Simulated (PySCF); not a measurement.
This PySCF input asks for the NMR shieldings of `C1C([SiH2][SiH]([SiH3])[SiH3])CCC1`, C5H18Si4; the geometry comes from PBE0-D3(BJ)/def2-SVP.

```python
import basis_set_exchange as bse
import numpy as np
from pyscf import gto, dft
from pyscf.prop import nmr

atoms = """
Si    2.354723   -2.534918    1.107105
Si    2.376411   -0.311996    1.855384
Si    2.900769    1.062399    0.028918
Si    0.286157    0.382910    2.666500
C    -0.910566    0.571104    1.217945
C    -1.056577   -0.707782    0.362107
C    -2.515595   -0.707106   -0.154872
C    -3.122887    0.619263    0.315493
C    -2.352163    0.938448    1.594000
H     3.753994   -3.024356    0.905390
H     1.631333   -2.629179   -0.198500
H     1.672591   -3.430421    2.092834
H     3.435497   -0.171148    2.907540
H     4.215219    0.702032   -0.587332
H     2.939857    2.501696    0.436746
H     1.834661    0.900299   -1.010446
H    -0.254714   -0.629539    3.631400
H     0.462836    1.682167    3.391857
H    -0.517158    1.380410    0.575493
H    -0.868331   -1.616744    0.959186
H    -0.318661   -0.721213   -0.454191
H    -2.574656   -0.832190   -1.246201
H    -3.070757   -1.549137    0.287215
H    -2.934854    1.412404   -0.427716
H    -4.212476    0.564137    0.462674
H    -2.456508    1.983545    1.923775
H    -2.712030    0.297439    2.418962
"""
names = dict.fromkeys(["Si", "C", "H"], "pcSseg-1")
basis = {el: gto.basis.parse(bse.get_basis(n, elements=[el], fmt="nwchem")) for el, n in names.items()}
mol = gto.M(atom=atoms, basis=basis, charge=0, verbose=0)
mf = dft.RKS(mol, xc="PBE0")
mf.grids.level = 2
mf.grids.alignment = dft.numint.BLKSIZE   # the property module wants whole blocks of grid points
mf.conv_tol = 1e-9
mf.kernel()

calc = nmr.RKS(mf)   # GIAO
C = mf.mo_coeff
Co = C[:, mf.mo_occ > 0]
resp = mf.gen_response(singlet=True, hermi=2)
def vind(x):   # induced exchange potential for any number of trial vectors
    d = np.einsum("pi,xij,qj->xpq", C, 2 * x.reshape(-1, C.shape[1], Co.shape[1]), Co, optimize=True)
    return np.einsum("xpq,pi,qj->xij", resp(d - d.transpose(0, 2, 1)), C, Co, optimize=True).ravel()
mo1, _ = nmr.rhf.solve_mo1(calc, with_cphf=vind)
sigma = calc.kernel(mo1)
for i, s in enumerate(sigma):   # ppm
    w = np.linalg.eigvalsh((s + s.T) / 2)
    print("%2d %-2s iso %8.1f  s11 %8.1f  s22 %8.1f  s33 %8.1f" % (i, mol.atom_pure_symbol(i), w.mean(), *w))
```

Question: Give the expected output.

Answer: 
```
 0 Si iso    451.1  s11    442.7  s22    443.1  s33    467.4
 1 Si iso    488.8  s11    475.0  s22    483.9  s33    507.6
 2 Si iso    455.1  s11    447.0  s22    449.5  s33    468.7
 3 Si iso    407.4  s11    373.4  s22    389.0  s33    459.6
 4 C  iso    161.2  s11    136.4  s22    167.0  s33    180.1
 5 C  iso    153.3  s11    123.0  s22    163.8  s33    173.2
 6 C  iso    157.2  s11    127.6  s22    170.8  s33    173.2
 7 C  iso    152.5  s11    128.3  s22    157.8  s33    171.3
 8 C  iso    147.8  s11    122.9  s22    154.3  s33    166.0
 9 H  iso     27.5  s11     23.7  s22     24.9  s33     33.8
10 H  iso     27.7  s11     24.2  s22     27.5  s33     31.5
11 H  iso     27.5  s11     23.9  s22     25.8  s33     32.9
12 H  iso     28.2  s11     24.3  s22     24.8  s33     35.3
13 H  iso     27.5  s11     23.7  s22     25.1  s33     33.8
14 H  iso     27.5  s11     23.9  s22     25.4  s33     33.3
15 H  iso     27.8  s11     23.8  s22     28.0  s33     31.5
16 H  iso     27.5  s11     23.9  s22     26.1  s33     32.4
17 H  iso     27.0  s11     23.0  s22     25.4  s33     32.6
18 H  iso     30.5  s11     25.9  s22     29.4  s33     36.2
19 H  iso     30.3  s11     23.9  s22     31.0  s33     35.9
20 H  iso     29.6  s11     23.8  s22     29.8  s33     35.2
21 H  iso     29.5  s11     24.2  s22     27.6  s33     36.8
22 H  iso     29.8  s11     24.1  s22     28.1  s33     37.3
23 H  iso     30.0  s11     25.7  s22     27.2  s33     37.1
24 H  iso     29.5  s11     24.5  s22     26.4  s33     37.6
25 H  iso     29.5  s11     24.2  s22     27.8  s33     36.4
26 H  iso     30.2  s11     24.9  s22     29.5  s33     36.3
```

These numbers come from an equivalent density-fitted implementation of the same equations, which agrees with the script to about 0.01 ppm for H and up to a few tenths of a ppm for heavy atoms, so last digits may differ.

Question: Turn these shieldings into chemical shifts. Scale: TMS for ²⁹Si (σ = 351.99 ppm), ¹³C (σ = 184.41 ppm), ¹H (σ = 31.27 ppm) (reference shieldings calculated alike).

Answer: Averaging equivalent atoms: Si 3: -55.4; Si 0/2: -101.1; Si 1: -136.8; C 5/8: 33.9; C 6/7: 29.6; C 4: 23.3; H 16/17: 4.04; H 9/10/11/13/14/15: 3.68; H 12: 3.10; H 20/25: 1.73; H 22/24: 1.60; H 21/23: 1.50; H 19/26: 1.00; H 18: 0.73 ppm. 

Size and cost of the density-fitted run: 271 basis functions, 2.5 min wall time on 1 thread of an Arm Neoverse N1, shared host; peak memory 1.4 GiB.
